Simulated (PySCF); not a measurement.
An element was calculated at PBE0 (PySCF 2.14, spin-free X2C, a triple-zeta basis, no spin-orbit coupling), in the ground configurations that NIST lists.

- electron affinity: 0.496 eV
- first ionisation energy: 5.619 eV
- second ionisation energy: 18.653 eV
- third ionisation energy: 28.189 eV
- polarisability of the atom: 75.2 bohr³

Problem. Which element is it?

Solution. Indium (In, Z = 49), in aug-cc-pVTZ-DK3. NIST lists 5.786, 18.870, 28.044 eV for these ionisation energies.
